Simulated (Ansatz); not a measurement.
`CCC(CC(CC(CC(C)OC)OC)OC)OC` with charge +1. The state is a doublet with charge 1. Geometry PBE-D4/def2-SVP, that of the neutral singlet.

Cartesian coordinates in Å:
```
C -0.6824 2.8911 3.6757
C 0.6406 2.5049 3.0167
C 0.4795 1.7459 1.6932
C 1.8332 1.3777 1.0758
C 1.7588 0.6847 -0.2925
C 1.1287 -0.7130 -0.2466
C 0.3424 -1.0673 -1.5068
C -0.2862 -2.4694 -1.4550
C -1.2447 -2.7047 -0.2852
C -1.9508 -4.0580 -0.3933
O -2.1690 -1.6124 -0.2732
C -2.9167 -1.4855 0.9123
O 1.2253 -0.9430 -2.6211
C 0.5841 -0.7525 -3.8579
O 3.0788 0.5600 -0.8240
C 3.4058 1.5268 -1.7888
O -0.2536 2.5513 0.7593
C -1.5263 2.0554 0.4079
H -0.5186 3.4461 4.6210
H -1.2769 3.5407 3.0026
H -1.2966 1.9974 3.9154
H 1.2416 3.4182 2.8142
H 1.2493 1.8788 3.7049
H -0.0985 0.8110 1.8962
H 2.4241 2.3108 0.9516
H 2.4007 0.7325 1.7805
H 1.1445 1.3333 -0.9589
H 1.9465 -1.4479 -0.0879
H 0.4409 -0.7942 0.6189
H -0.4863 -0.3253 -1.6176
H -0.8422 -2.6520 -2.3996
H 0.5283 -3.2229 -1.4103
H -0.6637 -2.6849 0.6724
H -2.5653 -4.0976 -1.3159
H -2.6123 -4.2536 0.4739
H -1.2077 -4.8794 -0.4345
H -3.5042 -0.5493 0.8366
H -3.6292 -2.3285 1.0747
H -2.2600 -1.4155 1.8153
H 1.3729 -0.5839 -4.6179
H -0.0226 -1.6322 -4.1833
H -0.0933 0.1373 -3.8465
H 4.4515 1.3399 -2.1067
H 3.3470 2.5738 -1.3976
H 2.7472 1.4553 -2.6885
H -1.4846 1.0326 -0.0367
H -1.9510 2.7458 -0.3485
H -2.2293 2.0217 1.2755
```

LC-ωPBE has ω = 0.4 bohr⁻¹. Single mean-field runs in def2-TZVP are fitted with def2-universal-jkfit. At PBE-D4/def2-TZVP the gap within one spin of the charge 1 doublet nearly closes, so an electron or hole may be smeared out by delocalisation error.

(1) Estimate the α-spin orbital energies around the gap (eV) in Ansatz with PBE-D4/def2-TZVP, PBE0-D4/def2-TZVP, LC-ωPBE/def2-TZVP.

Answers

(1) 
```csv
orbital,PBE-D4/def2-TZVP,PBE0-D4/def2-TZVP,LC-ωPBE/def2-TZVP
HOMO−5,-11.02,-12.50,-15.07
HOMO−4,-10.94,-12.29,-14.99
HOMO−3,-10.25,-12.14,-14.51
HOMO−2,-10.08,-11.63,-13.70
HOMO−1,-9.78,-11.44,-13.53
HOMO,-9.65,-10.79,-12.99
LUMO,-3.27,-2.37,-0.49
LUMO+1,-3.03,-2.27,-0.20
LUMO+2,-2.65,-1.81,0.03
LUMO+3,-2.52,-1.64,0.11
LUMO+4,-2.46,-1.59,0.54
LUMO+5,-2.28,-1.36,0.63
β HOMO,-9.42,-10.48,-12.96
β LUMO,-9.39,-9.58,-8.35
```
